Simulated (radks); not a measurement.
The numbers below are computed, except where a source is named.
Ionisation ladder of gallium, from Ga XXIII to Ga XXXI. Each ion is in the ground configuration listed by NIST, and IE = E(next ion) - E(this ion), with E = 0 for the bare nucleus. Level of theory: scalar-relativistic Kohn-Sham, PBE, spin-polarised, spherical densities, finite nucleus; open shells are filled with parallel spins first; Fermi nuclear charge, rms radius 3.9973 fm (a radial shooting solver on a logarithmic mesh with Libxc functionals).

| species | configuration | IE, Delta-SCF (eV) | -e(HOMO) (eV) | HOMO |
|---|---|---|---|---|
| Ga XXIII | [He] 2s2 2p5 | ? | 2077.4 | 2p down |
| Ga XXIV | [He] 2s2 2p4 | ? | 2194.5 | 2p down |
| Ga XXV | [He] 2s2 2p3 | 2413.2 | 2350.7 | 2p up |
| Ga XXVI | [He] 2s2 2p2 | 2539.1 | 2476.4 | 2p up |
| Ga XXVII | [He] 2s2 2p1 | 2664.1 | 2602.2 | 2p up |
| Ga XXVIII | [He] 2s2 | ? | 2819.3 | 2s |
| Ga XXIX | [He] 2s1 | 2988.9 | 2941.1 | 2s up |
| Ga XXX | [He] | ? | 12516.0 | 1s |
| Ga XXXI | 1s1 | 13241.7 | 13045.3 | 1s up |

Estimate the withheld Delta-SCF values.

Answer. Ga XXIII: 2135.7 eV (NIST 2129); Ga XXIV: 2252.2 eV (NIST 2258); Ga XXVIII: 2866.5 eV (NIST 2868); Ga XXX: 12708.7 eV (NIST 12696.6).
